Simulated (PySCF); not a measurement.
CH₄OSSe, SMILES O[Se]SC. Atoms are numbered in the order given.

```xyz
8

Se    -0.4391    -0.1237     0.7564
O     -1.6814     1.0685     0.0900
H     -1.4508     1.9267     0.5022
S      1.3326     0.1359    -0.5061
C      0.9636    -0.8743    -1.9922
H      0.7974    -1.9333    -1.7189
H      1.8524    -0.7955    -2.6507
H      0.0799    -0.4680    -2.5186
```

Coordinates come from a PBE-D3(BJ)/def2-SVP optimisation. This is a generated structure with no PubChem entry under its InChIKey; it may be hypothetical. The values are those of a single conformer.

All values below come from PySCF with PBE/pcSseg-1.

GIAO shieldings, no solvent; atoms alike by connectivity are averaged. δ = σ(ref) − σ: ⁷⁷Se against Me2Se (σ = 1634.8 ppm); ¹⁷O against H2O (σ = 334.3 ppm); ¹H against TMS (σ = 31.49 ppm); ³³S against H2S (σ = 706.5 ppm); ¹³C against TMS (σ = 182.0 ppm), references at their B3LYP-D3(BJ)/def2-TZVP geometries, non-relativistic.

```json
[
 {"atoms": "Se1", "nucleus": "⁷⁷Se", "count": "1", "δ (ppm)": "1615.4"},
 {"atoms": "O2", "nucleus": "¹⁷O", "count": "1", "δ (ppm)": "69.8"},
 {"atoms": "H3", "nucleus": "¹H", "count": "1", "δ (ppm)": "(withheld)"},
 {"atoms": "H6, H7, H8", "nucleus": "¹H", "count": "3", "δ (ppm)": "(withheld)"},
 {"atoms": "S4", "nucleus": "³³S", "count": "1", "δ (ppm)": "414.4"},
 {"atoms": "C5", "nucleus": "¹³C", "count": "1", "δ (ppm)": "(withheld)"}
]
```

Q: What belongs in the gaps? (An estimate is asked for; the answer gives what the named calculation found.)

A: 
- H6, H7, H8, δ (ppm): 3.12
- C5, δ (ppm): 33.4
- H3, δ (ppm): 3.38
